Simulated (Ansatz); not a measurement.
H$_{3}$B$_{3}$O$_{3}$, triplet, at a GFN2-xTB geometry (a higher spin typed on purpose: for a closed-shell molecule this is an excited state); CCSD(T)/STO-3G (Ansatz, a program for electronic structure).

Input for Ansatz:
Ansatz 0.2 input:
```yaml
crystal:
  periodic: [false, false, false]
  atoms:
    - {symbol: B, position_ang: [-0.57929735, 1.23469040, 0.54800039]}
    - {symbol: O, position_ang: [-1.39144833, -0.01119379, 0.25335119]}
    - {symbol: B, position_ang: [-0.71276192, -1.07949978, -0.10356768]}
    - {symbol: O, position_ang: [0.61272747, -1.17870312, -0.33219028]}
    - {symbol: B, position_ang: [1.37952710, 0.02974943, -0.32505831]}
    - {symbol: O, position_ang: [0.72703350, 1.07183848, 0.11902700]}
    - {symbol: H, position_ang: [-1.17280564, 2.10693703, -0.04258851]}
    - {symbol: H, position_ang: [-1.34754767, -2.07949506, -0.21519720]}
    - {symbol: H, position_ang: [2.49651289, -0.00767472, -0.66058948]}
basis:
  gaussian:
    orbitals: STO-3G
magnetization: {spin_polarized: true, initial_magnetization: 2}
correlation: {method: ccsd_t, electrons: outside_noble_gas}
accuracy: high
```

What the program printed (banner, timings and long lists left out):

```
Functional definition: HF
734 factors; integrals over basis functions are off by at most 5.7e-9 eV
mean field evaluation 1: about -8064.0304 eV, gradient 2.0e1 eV
mean field evaluation 2: about -8064.2401 eV, gradient 2.0e1 eV
mean field evaluation 4: about -8067.8027 eV, gradient 2.6e0 eV
mean field evaluation 8: about -8068.0666 eV, gradient 7.3e-1 eV
mean field evaluation 16: about -8068.6393 eV, gradient 6.0e-3 eV
mean field evaluation 32: about -8068.0339 eV, gradient 1.4e-1 eV
mean field evaluation 64: about -8068.5899 eV, gradient 7.6e-1 eV
mean field evaluation 96: about -8068.6322 eV, gradient 1.8e-1 eV
mean field evaluation 128: about -8067.4595 eV, gradient 6.2e-1 eV
mean field evaluation 160: about -8062.6914 eV, gradient 1.8e1 eV
mean field evaluation 192: about -8063.1591 eV, gradient 6.4e0 eV
mean field evaluation 224: about -8068.3658 eV, gradient 1.8e-4 eV
mean field evaluation 256: about -8066.2522 eV, gradient 2.2e0 eV
mean field evaluation 288: about -8066.1537 eV, gradient 2.7e0 eV
mean field evaluation 320: about -8068.3787 eV, gradient 6.4e-1 eV
mean field evaluation 352: about -8063.0275 eV, gradient 5.5e0 eV
mean field evaluation 384: about -8068.6274 eV, gradient 1.0e-1 eV
mean field evaluation 416: about -8067.9632 eV, gradient 7.3e-1 eV
mean field -8068.63925678 eV, -296.5170235667 hartree, gradient 2.2e-8 eV, S^2 2.028899; 11 other end points of the search recorded, 0 dependent functions left out
determinant -8068.63925678 eV, -296.5170235667 hartree, with singles and doubles -8076.23084706 eV, -296.7960093636 hartree
determinant -8068.36584389 eV, -296.5069758281 hartree, with singles and doubles -8075.89290760 eV, -296.7835903175 hartree
determinant -8068.05595142 eV, -296.4955874898 hartree, with singles and doubles -8076.19953824 eV, -296.7948587856 hartree
determinant -8068.04048361 eV, -296.4950190585 hartree, with singles and doubles -8076.24477904 eV, -296.7965213545 hartree
determinant -8067.42049754 eV, -296.4722349907 hartree, with singles and doubles -8075.84057308 eV, -296.7816670595 hartree
determinant -8068.63925678 eV, -296.5170235667 hartree, with singles and doubles -8076.38625924 eV, -296.8017206557 hartree
determinant -8068.36584389 eV, -296.5069758281 hartree, with singles and doubles -8075.93897100 eV, -296.7852831161 hartree
determinant -8068.05595142 eV, -296.4955874898 hartree, with singles and doubles -8076.29826314 eV, -296.7984868589 hartree
determinant -8068.04048361 eV, -296.4950190585 hartree, with singles and doubles -8076.32394993 eV, -296.7994308308 hartree
determinant -8067.42049754 eV, -296.4722349907 hartree, with singles and doubles -8075.93407508 eV, -296.7851031945 hartree
mean field evaluation 448: about -8068.0560 eV, gradient 1.3e-7 eV
6 core orbitals not correlated
reference -8068.05595142 eV, -296.4955874898 hartree; 16, 14 occupied and 11, 13 virtual orbitals, 734 factors
second order -6.61794929 eV of doubles, -0.00000000 eV of singles
cycle   1  -8.24231500 eV  change   -3.3e-6 eV  update   5.7e-6
cycle   2  -8.24231822 eV  change   -3.2e-6 eV  update   4.8e-6
cycle   3  -8.24232097 eV  change   -2.7e-6 eV  update   4.3e-6
cycle   4  -8.24231729 eV  change    3.7e-6 eV  update   2.9e-6
cycle   5  -8.24231255 eV  change    4.7e-6 eV  update   2.1e-6
cycle   6  -8.24231261 eV  change   -6.8e-8 eV  update   1.6e-6
cycle   7  -8.24231278 eV  change   -1.6e-7 eV  update   1.4e-6
cycle   8  -8.24231312 eV  change   -3.5e-7 eV  update   1.1e-6
cycle   9  -8.24231341 eV  change   -2.9e-7 eV  update   8.8e-7
cycle  10  -8.24231389 eV  change   -4.7e-7 eV  update   7.7e-7
cycle  11  -8.24231420 eV  change   -3.1e-7 eV  update   6.6e-7
cycle  12  -8.24231476 eV  change   -5.6e-7 eV  update   6.0e-7
cycle  13  -8.24231462 eV  change    1.4e-7 eV  update   4.4e-7
cycle  14  -8.24231506 eV  change   -4.4e-7 eV  update   3.7e-7
cycle  15  -8.24231553 eV  change   -4.6e-7 eV  update   3.5e-7
cycle  16  -8.24231628 eV  change   -7.5e-7 eV  update   2.8e-7
cycle  17  -8.24231668 eV  change   -4.0e-7 eV  update   2.1e-7
cycle  18  -8.24231691 eV  change   -2.3e-7 eV  update   1.4e-7
cycle  19  -8.24231699 eV  change   -8.3e-8 eV  update   5.6e-8
cycle  20  -8.24231695 eV  change    4.4e-8 eV  update   3.6e-8
cycle  21  -8.24231696 eV  change   -1.8e-8 eV  update   2.5e-8
cycle  22  -8.24231695 eV  change    1.2e-8 eV  update   1.1e-8
cycle  23  -8.24231695 eV  change   -1.7e-9 eV  update   5.2e-9
cycle  24  -8.24231695 eV  change    1.4e-9 eV  update   2.7e-9
perturbative correction -0.56054962 eV, -0.0205998187 hartree
Total energy: -8076.85881799 eV, -296.8190868697 hartree
```
